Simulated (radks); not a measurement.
Ionisation ladder of mercury, from Hg XXXVII to Hg XLV. Each ion is in the ground configuration listed by NIST, and IE = E(next ion) - E(this ion). All-electron calculation, Dirac Kohn-Sham, BLYP, spin-unpolarised, spherical densities, finite nucleus; open shells fill j = l - 1/2 first; Fermi nuclear charge, rms radius 5.4648 fm. Program: a radial shooting solver on a logarithmic mesh with Libxc functionals.

species     configuration  E (hartree)  IE, Delta-SCF (eV)  -e(HOMO) (eV)   HOMO  <r> HOMO (bohr)  IE, NIST (eV)    kind  error (eV)
Hg XXXVII        [Kr] 4d8  -18923.9005              1664.7         1635.7  4d5/2            0.392           1661  theory        +3.7
Hg XXXVIII       [Kr] 4d7  -18862.7256              1723.0         1693.7  4d5/2            0.389           1723  theory        0.0
Hg XXXIX         [Kr] 4d6  -18799.4084              1781.8         1752.3  4d5/2            0.386           1780  theory        +1.8
Hg XL            [Kr] 4d5  -18733.9274              1841.3         1811.5  4d5/2            0.384           1839  theory        +2.3
Hg XLI           [Kr] 4d4  -18666.2617              1930.6         1900.0  4d3/2            0.374           1928  theory        +2.6
Hg XLII          [Kr] 4d3  -18595.3126              1992.2         1961.3  4d3/2            0.372           1989  theory        +3.2
Hg XLIII         [Kr] 4d2  -18522.1011              2054.3         2023.2  4d3/2            0.369           2052  theory        +2.3
Hg XLIV          [Kr] 4d1  -18446.6067              2117.0         2085.5  4d3/2            0.367           2113  theory        +4.0
Hg XLV               [Kr]  -18368.8096              2357.5         2327.0  4p3/2            0.377           2354  theory        +3.5

Reference values: NIST Atomic Spectra Database (exp. = measured, semi-emp. = semi-empirical, theory = theoretical value adopted there). The ionisation energy per charge of the ion left behind rises most, in proportion, at Hg XLV ([Kr]), from 48.113 to 52.389 eV. Spin polarisation and multiplet splitting are left out, so open shells lie too high by an amount that depends on their filling.

Beside tabulated values, note that spin-unpolarised runs miss the spin-polarisation part of the exchange energy of open shells.
